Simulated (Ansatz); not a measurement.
`C[CH2][Sn][Cl]` → `[CH3][Sn][Cl]` + `[CH2]` (triplet) at 700 K and 1 bar (formal loss of a carbene).

Isolated molecules relaxed with PBE0-D4/def2-TZVP in Ansatz; ΔE leaves out vibrations. CCSD(T)/CBS adds triple-zeta CCSD(T) − MP2 to the extrapolated MP2 energy (def2 sets, frozen cores). This one scheme is used for every species. Triplets are unrestricted, without spin–orbit coupling. Elements past krypton have def2 core potentials. For Sn outer-core shells are correlated without core-valence functions, which leaves a few kJ/mol of doubt a bond. One conformer a species, not always the lowest.

```
          species  CCSD(T)/CBS energy (Eh)  H − E (kJ/mol)  S (J/(mol·K))
 `C[CH2][Sn][Cl]`               -752.96755           236.5          451.9
  `[CH3][Sn][Cl]`               -713.71101           143.9          393.5
`[CH2]` (triplet)                -39.09499            70.4          226.8
```

H − E and S are ideal-gas, rigid-rotor, harmonic terms from PBE0-D4/def2-TZVP, for one conformer and one mirror image of each species, with the whole ground term of open shells counted as degenerate. 1 Eh = 2625.50 kJ/mol, R = 8.31446 J/(mol·K).

Task: By hand: ΔE, ΔH, ΔS and ΔG.

Result: ΔE = (-713.71101) + (-39.09499) − (-752.96755) = 0.16155 Eh = 424.1 kJ/mol. Δ(H − E) = 143.9 + 70.4 − 236.5 = -22.2, so ΔH = 401.9 kJ/mol. ΔS = 393.5 + 226.8 − 451.9 = 168.4 J/(mol·K). ΔG = 401.9 − 700 × (168.4)/1000 = 284.0 kJ/mol.

Task: By hand: the equilibrium constant, and the temperature at which ΔG would vanish if ΔH and ΔS stayed fixed.

Result: log₁₀ K = −ΔG/(RT ln 10) = -21.2. ΔG = 0 at ΔH/ΔS = 2387 K.

The number of gas molecules changes by +1, which sets the sign of ΔS. A doubt of 5 kJ/mol in ΔE shifts log₁₀ K by 0.4 here. Other conformers and mirror images would add mixing entropy, several J/(mol·K) or more a flexible species. Modes under 60 cm⁻¹, often nearly free rotors, make the harmonic entropy too high. A triplet takes part, so the spin changes. These are equilibria of isolated gas molecules and say nothing of rates. Largest T1 diagnostic: 0.013 (customary marks: 0.02 for closed shells, 0.045 for open ones).
